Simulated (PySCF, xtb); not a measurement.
CH9FSi3, SMILES [Si]([SiH3])(F)([SiH3])C.

xtb with GFN2-xTB at its own geometry gives an orbital gap of 3.71 eV and a dipole moment of 1.50 D.

The structure is a stationary point at PBE0-D3(BJ)/def2-SVP.

**Question.** What does M06-2X/def2-TZVP (PySCF) give? (An estimate is asked for; the answer gives what the named calculation found.)

**Answer.** gap 8.76 eV (levels -8.64 and 0.12 eV), dipole 1.62 D.
